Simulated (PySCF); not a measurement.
Compound: C3H8O2Si.
Bonds: C1–C2, C2–O3 (double), C2–C4, C4–Si5, Si5–O6. Hydrogens: H7, H8, H9 on C1; H10, H11 on C4; H12, H13 on Si5; H14 on O6.

Computed with PBE0-D3(BJ)/def2-SVP geometry optimisation, gas phase (PySCF).

Q: List the bond lengths, angles and torsions at this level.

A: 
| bond | length (Å) | order |
| --- | --- | --- |
| C1–C2 | 1.502 | single |
| C2=O3 | 1.218 | double |
| C2–C4 | 1.503 | single |
| C4–Si5 | 1.904 | single |
| Si5–O6 | 1.655 | single |
| C1–H7, C1–H8, C1–H9 | 1.100 | single |
| C4–H10, C4–H11 | 1.102 | single |
| Si5–H12, Si5–H13 | 1.493 | single |
| O6–H14 | 0.974 | single |

Bonds in one row agree within 0.01 Å and their mean is given. Orders are formal, as drawn. A selection of angles:
| angle | degrees |
| --- | --- |
| C2–C1–H7 | 109.7 |
| H7–C1–H8 | 110.0 |
| H7–C1–H9 | 106.8 |
| C1–C2–O3 | 121.3 |
| C1–C2–C4 | 117.8 |
| O3–C2–C4 | 120.8 |
| C2–C4–Si5 | 109.5 |
| C2–C4–H10 | 107.8 |
| C2–C4–H11 | 113.0 |
| Si5–C4–H10 | 104.7 |
| Si5–C4–H11 | 113.0 |
| H10–C4–H11 | 108.3 |
| C4–Si5–O6 | 106.5 |
| C4–Si5–H12 | 109.9 |
| C4–Si5–H13 | 108.4 |
| O6–Si5–H12 | 110.0 |
| O6–Si5–H13 | 113.1 |
| H12–Si5–H13 | 108.9 |
| Si5–O6–H14 | 109.8 |

Torsions: C1–C2–C4–Si5 -127° (anticlinal); C2–C4–Si5–O6 -52° (synclinal); H14–O6–Si5–C4 28° (synperiplanar). The mirror-image conformer, all signs reversed, is as good.

H14 on O6 lies 1.98 Å from O3, 5 bonds away (angle at H 142°; Bondi radii sum to 2.72 Å): the geometry of an intramolecular hydrogen bond. Of the pairs four or more bonds apart, those above aside, C2···H14 is among the closest relative to their van der Waals radii: 2.63 Å, 91 % of the sum of Bondi's values. Si5 (oxygen-bound silicon) is distorted tetrahedral (angles from 106.5° to 113.1°).

Point group: C1 (no symmetry element, even within 0.4 Å). No PBE0-D3(BJ)/def2-SVP frequencies stand behind this structure, so it isn't proved a minimum. The numbers are those of one conformer (C1–C2–C4–Si5 -127°, C2–C4–Si5–O6 -52°, C4–Si5–O6–H 28°).
